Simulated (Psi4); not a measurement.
A dimer, HCl ··· HCl (SMILES Cl and Cl); the first 2 atoms form monomer A.

```
4

Cl     0.6410     0.0000     0.0000
H     -0.6410     0.0000     0.0000
Cl     2.1806    -2.6344    -1.9437
H      2.4850    -2.5088    -0.7047
```

Question: What interaction energy does SAPT0/jun-cc-pVDZ, frozen core run with Psi4 give, and which attractive term is the largest?

Answer: Total 1.97 kJ/mol: electrostatics -3.82, exchange 8.87, induction -0.66, dispersion -2.43. The most attractive term is electrostatics.
